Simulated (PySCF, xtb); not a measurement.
C4H7Cl, SMILES C[C@@H]1C[C@H]1Cl.

GFN2-xTB run with xtb at its own geometry gives an orbital gap of 6.84 eV and a dipole moment of 2.33 D.

Geometry: TPSSh-D3(BJ)/def2-SVP.

What does PBE/def2-TZVP (PySCF) give? (The exact figures need the calculation; the answer reports its results.)

gap 5.98 eV (levels -6.32 and -0.34 eV), dipole 2.01 D.
